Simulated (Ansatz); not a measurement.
Relaxation of H10N2Si2 (14 atoms, charge 0, multiplicity 1), to a largest force component of 0.02 eV/Å in at most 40 steps.

These are results of RKS B3LYP-D4/6-31G (Ansatz 0.2.0), not measurements.

```xyz
14
Properties=species:S:1:pos:R:3
Si 0.700 0.397 -2.944
N -0.338 0.116 -1.601
H -0.197 0.666 -4.067
H 1.515 1.554 -2.581
H 1.584 -0.723 -3.312
H 0.044 0.057 -0.668
H -1.060 -0.579 -1.706
Si -0.024 0.127 2.928
N -0.610 -0.651 1.501
H 1.299 -0.451 3.152
H 0.008 1.545 2.586
H -0.850 -0.073 4.129
H -1.491 -0.329 1.129
H -0.580 -1.658 1.455
```

Problem. Where does it end, and by what steps?

Solution. The run converged. The force dipped under the threshold on the way, but the program's further checks kept it going. Limits of this set-up: no polarisation functions. After 21 steps the energy has fallen by 0.452 eV; H10 moved furthest, 1.55 Å.

```tsv
step	energy less start (eV)	largest force component (eV/Å)	accepted
0	0.0000	1.154	yes
1	-0.2998	0.706	yes
2	-0.3384	0.590	yes
3	-0.3753	0.219	yes
4	-0.3787	0.168	yes
5	-0.3876	0.075	yes
6	-0.3971	0.126	yes
7	-0.4025	0.244	yes
8	-0.4103	0.171	yes
9	-0.4201	0.195	yes
10	-0.4274	0.252	yes
11	-0.4359	0.217	yes
12	-0.4435	0.063	yes
13	-0.4493	0.097	yes
14	-0.4508	0.031	yes
15	-0.4512	0.022	yes
16	-0.4517	0.012	yes
17	-0.4519	0.039	yes
18	-0.4521	0.021	yes
19	-0.4522	0.013	yes
20	-0.4523	0.010	yes
21	-0.4523	0.012	yes
```

```xyz
14
Properties=species:S:1:pos:R:3
Si 0.775 0.463 -2.187
N -0.460 -0.621 -1.559
H 0.337 1.152 -3.456
H 1.018 1.504 -1.130
H 2.110 -0.179 -2.498
H -0.715 -0.619 -0.573
H -0.916 -1.320 -2.125
Si 0.278 0.246 2.157
N -1.170 -0.538 1.471
H 1.502 -0.431 1.619
H 0.231 1.679 1.722
H 0.357 0.210 3.664
H -2.024 -0.013 1.339
H -1.323 -1.534 1.557
```

Whether the end is a true minimum wasn't checked by a vibrational analysis.

Run time: 85 s on 1 thread of Arm Neoverse V1, on a shared host, peak memory 0.15 GiB.
